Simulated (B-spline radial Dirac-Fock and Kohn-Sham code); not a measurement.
Model: the Dirac equation of a negative muon with reduced mass in the field of a spherical finite nucleus, with the Uehling potential to all orders; nuclear polarisation, deformation, hyperfine structure, self-energy, higher-order vacuum polarisation, relativistic recoil and electron screening are left out. Program: a B-spline atomic structure program. The nuclear charge is a Fermi distribution (skin thickness 2.3 fm).

Task: A muonic atom of atomic mass 142.92 u emits these computed lines: 2p3/2 → 1s1/2 3953 keV, 3d5/2 → 2p3/2 1225 keV, 4f7/2 → 3d5/2 433.9 keV, 5g9/2 → 4f7/2 199.9 keV. Which element is it, and what rms charge radius was used?

Result: Barium (Z = 56, nuclide ¹⁴³Ba); the high transitions hardly feel the nucleus and fix Z. The 2p → 1s line lies 3037 keV below the value for a point nucleus without QED, which for this nuclear model gives a radius near 4.91 fm (4.9087 fm was used).
